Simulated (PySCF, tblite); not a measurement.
Isomers of C5H7ClO2S2Si, one GFN2-xTB conformer each. Single-point energies are computed at PBE0/pcSseg-1 (PySCF, gas phase, no added dispersion term), electronic only.

| SMILES | GFN2-xTB relative energy (kcal/mol) |
| --- | --- |
| Cc1c([SiH3])csc1S(=O)(=O)Cl | 2.7 |
| Cc1csc(S(=O)(=O)Cl)c1[SiH3] | 0.0 |

Conformers: `[CH3:1][c:2]1[c:3]([SiH3:4])[cH:5][s:6][c:7]1[S:8](=[O:9])(=[O:10])[Cl:11]` with S6–C7–S8–O9 143°; `[CH3:1][c:2]1[cH:3][s:4][c:5]([S:6](=[O:7])(=[O:8])[Cl:9])[c:10]1[SiH3:11]` with S4–C5–S6–O7 24°.

What does PBE0/pcSseg-1 give for the same structures?

| SMILES | PBE0/pcSseg-1 E (Eh) | PBE0/pcSseg-1 (kcal/mol) | GFN2-xTB (kcal/mol) | point group |
| --- | --- | --- | --- | --- |
| Cc1c([SiH3])csc1S(=O)(=O)Cl | -1890.14881 | 0.0 | 2.7 | C1 |
| Cc1csc(S(=O)(=O)Cl)c1[SiH3] | -1890.14434 | 2.8 | 0.0 | C1 |

GFN2-xTB puts Cc1csc(S(=O)(=O)Cl)c1[SiH3] lowest instead. 

Which frontier levels, dipoles and rotational constants go with these structures?

```
                     SMILES  HOMO (eV, PBE0/pcSseg-1)  LUMO (eV)  dipole (D)        A, B, C (MHz)
Cc1c([SiH3])csc1S(=O)(=O)Cl                     -7.85      -2.13        5.12   1180, 433.5, 370.9
Cc1csc(S(=O)(=O)Cl)c1[SiH3]                     -7.78      -2.30        4.96  958.1, 570.8, 433.5
```

What happens when harmonic zero-point energies from GFN2-xTB frequencies are added?

```tsv
SMILES	ZPE (kcal/mol)	electronic (kcal/mol)	with ZPE (kcal/mol)
Cc1c([SiH3])csc1S(=O)(=O)Cl	67.3	0.0	0.0
Cc1csc(S(=O)(=O)Cl)c1[SiH3]	67.7	2.8	3.2
```

The zero-point energies span 0.4 kcal/mol. The order is unchanged.

As an exercise, what shares would exp(−E/RT) give at 2000 K from these electronic energies alone (no entropy, no degeneracies)?

RT = 3.974 kcal/mol: Cc1c([SiH3])csc1S(=O)(=O)Cl 66.9 %, Cc1csc(S(=O)(=O)Cl)c1[SiH3] 33.1 %.
